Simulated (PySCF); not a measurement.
Arsenic: a sound run and one with changed settings

Sound run: As [Ar] 3d10 4s2 4p3, As⁺ [Ar] 3d10 4s2 4p2. All numbers are calculated (PySCF 2.14, scalar relativity through the core potential, in cc-pVTZ-PP with ECP10MDF (5s4p3d1f, 39 functions)). The sound run starts from symmetry-adapted Hartree-Fock orbitals and uses a fine grid where one is needed.

Changed run: 26 angular points. This setting is unsound on purpose.

| species | method | sound run (hartree) | changed run (hartree) | converged |
| --- | --- | --- | --- | --- |
| As | UHF | -331.21015 | -331.21015 | yes |
| As | r2SCAN | -332.30153 | -332.30153 | yes |
| As | LDA | -331.90473 | -331.90473 | yes |
| As⁺ | UHF | -330.86383 | -330.86383 | yes |
| As⁺ | r2SCAN | -331.93134 | -331.93195 | yes |
| As⁺ | LDA | -331.53765 | -331.53779 | yes |

Ionisation energy of As:

| method | sound run (eV) | changed run (eV) |
| --- | --- | --- |
| UHF | 9.424 | 9.424 |
| r2SCAN | 10.073 | 10.057 |
| LDA | 9.989 | 9.985 |

A coarse angular grid integrates products of high-l functions wrongly, so density functionals can shift, and the SCF can exploit the error; Hartree-Fock and MP2 need no grid.

For comparison, NIST gives 9.789 eV between the lowest levels.
